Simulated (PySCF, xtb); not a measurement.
C4H7NSi, SMILES C#CC(=C)[SiH2]N.

GFN2-xTB run with xtb at its own geometry gives an orbital gap of 3.65 eV and a dipole moment of 0.93 D.

Geometry optimised at PBE-D3(BJ)/def2-SVP. The structure was generated by enumeration, and PubChem lists no compound with its InChIKey, so it may never have been made. The values are those of a single conformer.

What does PBE/def2-TZVP run with PySCF give? (An estimate is asked for; the answer gives what the named calculation found.)

gap 3.81 eV (levels -6.02 and -2.21 eV), dipole 1.22 D.
